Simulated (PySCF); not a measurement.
Isomers C$_{6}$H$_{11}$FOSi:

A. SMILES C[C@@H]1C[C@]12COC[Si@@H]2F
B. SMILES CC(C)=C(C=O)C[SiH2]F
C. SMILES CO[SiH2]/C=C/C=C(\C)F
D. SMILES C[Si@@H]1C[C@@]12COC[C@@H]2F
E. `CC(C)[SiH2]/C(F)=C/C=O`

Spectrum 1. ¹H NMR (500 MHz, computed): δ 6.99 (m, 1H), 6.12 (m, 1H), 5.43 (m, 1H), 5.15 (d, 2H), 3.91 (s, 3H), 2.20 (m, 3H). ¹³C{¹H} NMR (computed): δ 173.7 (C), 148.5 (CH), 127.7 (CH), 118.9 (CH), 54.2 (CH3), 17.0 (CH3).

Spectrum 2. ¹H NMR (500 MHz, computed): δ 5.03 (m, 1H), 4.78 (m, 1H), 4.18 (m, 1H), 4.02 (m, 1H), 3.90 (m, 1H), 3.36 (m, 1H), 1.22 (m, 1H), 0.33 (m, 1H), 0.31 (d, 3H). ¹³C{¹H} NMR (computed): δ 99.5 (CH), 80.6 (CH2), 80.1 (CH2), 28.9 (C), 1.9 (CH2), -8.8 (CH3).

Spectrum 3. ¹H NMR (500 MHz, computed): δ 5.09 (m, 1H), 4.02 (m, 1H), 3.99 (m, 1H), 3.54 (m, 1H), 3.50 (m, 1H), 1.32 (m, 1H), 1.15 (d, 3H), 1.06 (m, 1H), 0.30 (m, 1H). ¹³C{¹H} NMR (computed): δ 79.2 (CH2), 62.7 (CH2), 23.3 (CH2), 19.3 (C), 17.4 (CH3), 15.9 (CH).

Spectrum 4. ¹H NMR (500 MHz, computed): δ 10.48 (m, 1H), 5.78 (m, 1H), 4.41 (m, 2H), 1.28 (m, 1H), 1.22 (m, 6H). ¹³C{¹H} NMR (computed): δ 194.2 (C), 189.6 (CH), 133.6 (CH), 20.7 (CH3), 16.5 (CH).

Spectrum 5. ¹H NMR (500 MHz, computed): δ 10.42 (s, 1H), 5.11 (m, 2H), 2.41 (s, 3H), 2.18 (s, 3H), 1.93 (m, 2H). ¹³C{¹H} NMR (computed): δ 191.8 (CH), 164.3 (C), 138.5 (C), 26.2 (CH3), 21.8 (CH3), 19.9 (CH2).

PySCF 2.14.0 with density-fitted response routines calculation with σ from GIAO-PBE0/pcSseg-1 and structure optimised with GFN2-xTB; non-relativistic, a single conformation, one averaged value for each set of equivalent atoms, no solvent model.

Referencing at the same level of theory: ¹H (σ = 31.72 ppm) and ¹³C (σ = 186.93 ppm) against TMS. Splittings of carbon signals by F and P are missing where no couplings were computed. Where no couplings were computed, multiplicities follow the n + 1 count of equivalent neighbours, and m marks all less simple cases (inequivalent or close neighbours, rings, F or P nearby). Shifts are as computed. Against solution values, carbons near 30 ppm lie about +3 ppm off and those near 130 ppm about +5 ppm. Of 1309 compounds with measured shifts, 239 miss one by over three times the rms of a fit or turn the order of signals round; such compounds aren't used in these exercises.

Question: Which spectrum belongs to which compound?

Answer: 1–C, 2–D, 3–A, 4–E, 5–B.

- Spectrum 1 (C): 6 ¹³C signals; δC 148.5 is an alkene CH; δC 127.7 is an alkene CH.
- Spectrum 2 (D): 6 ¹³C signals; δC 99.5 is an sp3 CH bonded to F; δC 80.6 is an sp3 CH2 bonded to O.
- Spectrum 3 (A): 6 ¹³C signals; δC 79.2 is an sp3 CH2 bonded to O; δC 62.7 is an sp3 CH2 bonded to O and Si.
- Spectrum 4 (E): 5 ¹³C signals; δC 194.2 is a β carbon of a C=C–C=O unit; δC 189.6 is an aldehyde carbonyl carbon.
- Spectrum 5 (B): 6 ¹³C signals; δC 191.8 is an aldehyde carbonyl carbon; δC 164.3 is a β carbon of a C=C–C=O unit.
